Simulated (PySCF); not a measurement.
SMILES O=C(c1ccco1)c1cccs1 (C9H6O2S), GFN2-xTB optimised geometry.

```
18

O     -0.89    -2.40     0.00
C     -0.46    -1.26     0.00
C     -1.37    -0.12     0.00
C     -2.74    -0.12     0.00
C     -3.14     1.24     0.00
C     -1.98     1.96     0.00
O     -0.91     1.16     0.00
C      0.98    -1.00     0.00
C      1.95    -1.97     0.00
C      3.25    -1.46     0.00
C      3.27    -0.09     0.00
S      1.69     0.58     0.00
H     -3.37    -0.99     0.00
H     -4.14     1.62     0.00
H     -1.80     3.02     0.00
H      1.70    -3.02     0.00
H      4.14    -2.06     0.00
H      4.12     0.56     0.00
```

Density from PySCF 2.14.0 with PBE/def2-SVP at that geometry.

Minimum of the electron density along straight lines between bonded atoms, close to the bond critical point (lines longer than 1.1 times the sum of covalent radii, or with two minima, are not listed):

```csv
bond,length / Å,ρ at the minimum / e bohr⁻³,∇²ρ there / e bohr⁻⁵,position (fraction from the first atom)
O1–C2,1.221,___,0.23,0.67
C2–C3,1.463,0.275,-0.66,0.49
C3–C4,1.377,0.316,-0.77,0.51
C4–C5,1.408,0.293,-0.68,0.50
C5–C6,1.366,0.321,-0.79,0.48
C3–O7,1.352,0.283,___,0.33
C6–O7,1.335,0.294,___,0.33
C2–C8,1.459,0.273,-0.64,0.50
C8–C9,1.376,0.312,-0.75,0.51
C9–C10,1.402,0.299,-0.71,0.50
C10–C11,1.363,0.318,-0.78,0.49
C8–S12,1.735,0.208,-0.41,0.47
C11–S12,1.711,0.219,-0.48,0.48
C4–H13,1.070,0.286,-1.12,0.65
C5–H14,1.071,0.284,-1.09,0.64
C6–H15,1.073,0.289,-1.15,0.65
C9–H16,1.075,0.284,-1.10,0.64
C10–H17,1.075,0.282,-1.07,0.64
C11–H18,1.073,0.283,-1.09,0.64
```

Task: Fill in the missing entries.

Result: 
- O1–C2, ρ at the minimum / e bohr⁻³: 0.399
- C3–O7, ∇²ρ there / e bohr⁻⁵: -0.01
- C6–O7, ∇²ρ there / e bohr⁻⁵: 0.10
